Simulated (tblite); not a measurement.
Compound: C₄H₈GeO (charge +1 and doublet state).
Numbering: `[CH3:1][C@@H:2]1[O:3][CH+:4][CH:5][GeH2:6]1` (hydrogens: H7, H8, H9 on C1; H10 on C2; H11 on C4; H12 on C5; H13, H14 on Ge6)

Computed with GFN2-xTB (tblite), gas phase: L-BFGS steps from a force-field or distance-geometry start until the largest atomic force falls under 0.01 eV/Å.

Step 7: E = -491.7885 eV
```
atom  x, y, z in Å  |  force x, y, z in eV/Å
C1      1.8703   -0.5255   -0.1399    0.004  -0.005  -0.105
C2      0.5710   -0.0465    0.5012    0.632  -0.196   0.673
O3     -0.3904   -0.9686    1.0422   -0.073  -0.120  -0.053
C4     -1.6034   -0.7802    0.7069   -0.941  -0.214  -0.255
C5     -1.8797    0.0325   -0.4051   -0.452  -0.448   0.575
Ge6    -0.4060    1.2911   -0.6414   -0.044  -0.020  -0.217
H7      2.4254   -1.2554    0.4680   -0.376   0.201  -0.183
H8      2.4883    0.3817   -0.2221   -0.034  -0.317  -0.019
H9      1.7114   -0.9086   -1.1550   -0.002  -0.051   0.275
H10     0.8096    0.2857    1.5051    0.950   0.980   0.286
H11    -2.3295   -1.2256    1.4587    0.529   0.163  -1.316
H12    -2.6787   -0.1814   -1.1029   -0.190   0.197   0.390
H13    -0.5365    2.6339    0.0746   -0.016  -0.347  -0.296
H14    -0.0526    1.2666   -2.1125    0.012   0.177   0.245
```

Step 8: E = -491.9655 eV
```
atom  x, y, z in Å  |  force x, y, z in eV/Å
C1      1.8672   -0.5304   -0.1415    0.133  -0.126  -0.094
C2      0.5772   -0.0514    0.5415    0.791   0.205   0.508
O3     -0.3985   -0.9197    1.0899   -0.049  -0.377   0.170
C4     -1.6057   -0.7849    0.6894   -1.025  -0.559   0.079
C5     -1.8700    0.0097   -0.4162   -0.946  -0.387   0.197
Ge6    -0.4080    1.2588   -0.6363    0.133   0.567  -0.544
H7      2.4269   -1.2633    0.4671   -0.430   0.253  -0.234
H8      2.5030    0.3699   -0.2251   -0.199  -0.387   0.006
H9      1.7198   -0.9212   -1.1621   -0.121   0.045   0.475
H10     0.8795    0.3345    1.5157    0.700   0.665   0.089
H11    -2.3623   -1.2856    1.3907    0.857   0.390  -1.289
H12    -2.7343   -0.1525   -1.0627    0.182   0.207   0.457
H13    -0.5444    2.6456    0.0614    0.013  -0.608  -0.361
H14    -0.0510    1.2902   -2.1339   -0.038   0.110   0.541
```

Step 9: E = -492.1601 eV
```
atom  x, y, z in Å  |  force x, y, z in eV/Å
C1      1.8633   -0.5354   -0.1449    0.021  -0.084   0.058
C2      0.5965   -0.0554    0.6022    0.595   0.517   0.109
O3     -0.4159   -0.8790    1.1312    0.333  -0.329   0.458
C4     -1.6146   -0.8040    0.6638   -0.661  -0.545   0.146
C5     -1.8878   -0.0179   -0.4211   -0.347   0.018   0.114
Ge6    -0.4103    1.2268   -0.6371    0.085   0.841  -0.656
H7      2.4173   -1.2666    0.4623   -0.302   0.100  -0.139
H8      2.5162    0.3517   -0.2288   -0.260  -0.321   0.006
H9      1.7246   -0.9354   -1.1622   -0.284   0.074   0.475
H10     0.9708    0.4068    1.5300    0.175   0.098  -0.144
H11    -2.3789   -1.3345    1.2983    0.732   0.235  -0.821
H12    -2.7816   -0.1193   -1.0106   -0.087   0.092   0.080
H13    -0.5518    2.6456    0.0417    0.047  -0.721  -0.342
H14    -0.0485    1.3163   -2.1470   -0.047   0.025   0.657
```

Q: Estimate the geometry and energy of step 10. (The exact step hangs on the optimiser's Hessian estimate; all steps are aligned on step 9, rigid shifts and turns removed.)

A: E = -492.2498 eV, largest force 0.668 eV/Å
```
atom  x, y, z in Å  |  force x, y, z in eV/Å
C1      1.8621   -0.5404   -0.1452   -0.178   0.003   0.184
C2      0.6182   -0.0469    0.6332    0.024   0.278   0.007
O3     -0.4254   -0.8509    1.1755    0.365  -0.008  -0.020
C4     -1.6230   -0.8227    0.6528    0.216  -0.167   0.045
C5     -1.8918   -0.0367   -0.4246   -0.322   0.201  -0.029
Ge6    -0.4081    1.2288   -0.6513   -0.109   0.520  -0.375
H7      2.4107   -1.2693    0.4575   -0.180  -0.071  -0.005
H8      2.5194    0.3351   -0.2308   -0.144  -0.148  -0.016
H9      1.7235   -0.9419   -1.1551   -0.383   0.008   0.308
H10     1.0223    0.4418    1.5328   -0.012  -0.024  -0.100
H11    -2.3834   -1.3692    1.2338    0.432  -0.014  -0.357
H12    -2.8203   -0.0968   -0.9806    0.219   0.037   0.130
H13    -0.5558    2.6355    0.0245    0.054  -0.612  -0.263
H14    -0.0490    1.3333   -2.1447    0.018  -0.002   0.489
```

The energy changes by -0.0897 eV. The first-order estimate −F·Δx gives -0.1413 eV and the mean of the old and new forces, exact on a quadratic surface, -0.0891 eV. The step makes an angle of 65° with the force vector and moves no atom by more than 0.073 Å.

What follows is the cost of the whole relaxation. The run took 1.4 s on one thread, Intel Xeon at 2.50 GHz (x86_64), no GPU, shared host.
